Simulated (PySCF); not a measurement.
C4H2ClF, SMILES C#C/C=C(\F)Cl.

Coordinates come from a B3LYP-D3(BJ)/def2-SVP optimisation. The structure was generated by enumeration; whether it is a known compound was not checked.

All values below come from PySCF with TDA-PBE/def2-SVPD.

Vertical excitations. The molecule is in vacuum. State labels are in the subgroup Cs.

Computed lowest excited states:
```tsv
state	symmetry	energy (eV)	λ (nm)	f	main pairs
S1	A"	4.99	249	0.000	HOMO−1→LUMO 93 %
S2	A"	5.20	239	0.000	HOMO→LUMO+1 92 %
S3	A'	5.45	228	0.392	HOMO→LUMO 70 %, HOMO−1→LUMO+1 18 %
S4	A"	5.88	211	0.001	HOMO→LUMO+2 99 %
S5	A"	6.34	196	0.000	HOMO−3→LUMO 100 %
S6	A"	6.42	193	0.002	HOMO→LUMO+3 100 %
S7	A'	6.49	191	0.232	HOMO−1→LUMO+1 60 %, HOMO−1→LUMO+2 27 %
S8	A'	6.62	187	0.116	HOMO−2→LUMO 78 %
S9	A"	6.99	177	0.006	HOMO→LUMO+4 99 %
S10	A'	7.14	174	0.107	HOMO−1→LUMO+2 48 %, HOMO−1→LUMO+3 27 %, HOMO→LUMO+6 12 %
T1	A'	3.24	383	0	HOMO→LUMO 98 %
T2	A"	4.65	267	0	HOMO−1→LUMO 67 %, HOMO→LUMO+1 30 %
T3	A"	4.92	252	0	HOMO→LUMO+1 69 %, HOMO−1→LUMO 30 %
T4	A'	5.35	232	0	HOMO−1→LUMO+1 56 %, HOMO−2→LUMO 19 %, HOMO−1→LUMO+2 13 %
```
Triplets are in the Tamm–Dancoff approximation.
